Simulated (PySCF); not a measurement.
## BeBr⁺ at PBE0

Computed with PBE0; Be cc-pVDZ, Br cc-pVDZ-PP with ECP10; scalar-relativistic core potentials (PySCF 2.14).

* state: ³Π (triplet), unpaired electrons σ ↑, π ↑, a second solution, started from another occupation
* bond length: 2.265 Å
* harmonic wavenumber: 404 cm⁻¹
* force constant: 0.778 mdyn/Å
* rotational constant Be: 0.4063 cm⁻¹
* anharmonicity ωexe: 3.80 cm⁻¹
* vibration–rotation constant αe: 0.00553 cm⁻¹
* energy of the minimum from ground-state Be⁺ + Br: -1.42 eV
* bond order (Mayer): 0.77
* dipole moment (positive dipole points towards Br; it is taken about the centre of mass and depends on that origin): -4.01 D

Spin–orbit coupling is left out. For an ion De counts to the pair picked by the measured ionisation energies or electron affinities, which need not be the lowest pair at this level. Counting both spins, an empty level lies below a filled one in this solution, because spin and occupation are held.
